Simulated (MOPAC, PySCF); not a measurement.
BBrCl2, SMILES `BrB(Cl)Cl`, neutral singlet in the gas phase. 

Z-matrix (Å, degrees):
```
B
Cl 1 1.7347
Cl 1 1.7347 2 120.14
Br 1 1.9013 2 119.93 3 179.99
```
Charge 0, multiplicity 1.

All levels are single points at this geometry (PBE0-D4/def2-TZVP); Pople sets use spherical d functions. Orbital energies aren't observables, and empty levels follow the basis.

| level | HOMO (eV) | LUMO (eV) | gap (eV) | dipole (D) | vertical IE, Delta-SCF (eV) |
|---|---|---|---|---|---|
| B3LYP-D3(BJ)/def2-TZVP in PySCF | -8.37 | -1.98 | 6.39 | 0.05 | 10.77 |
| PBE-D3(BJ)/def2-TZVP in PySCF | -7.31 | -2.72 | 4.59 | 0.03 | 10.38 |
| PBE0-D4/def2-TZVP in PySCF | -8.66 | -1.83 | 6.83 | 0.05 | 10.86 |
| B3LYP/LANL2DZ in PySCF | -8.56 | -2.16 | 6.41 | 0.21 | – |
| BP86/6-31G* in PySCF | -7.37 | -2.73 | 4.64 | 0.01 | – |
| HF/3-21G in PySCF | -11.86 | 1.54 | 13.40 | 0.60 | – |
| PM3 in MOPAC | -10.79 | -0.59 | 10.20 | 1.81 | – |
| PM6 in MOPAC | -11.10 | -1.94 | 9.15 | 0.30 | – |
| PM7 in MOPAC | -10.83 | -2.31 | 8.52 | 0.11 | – |
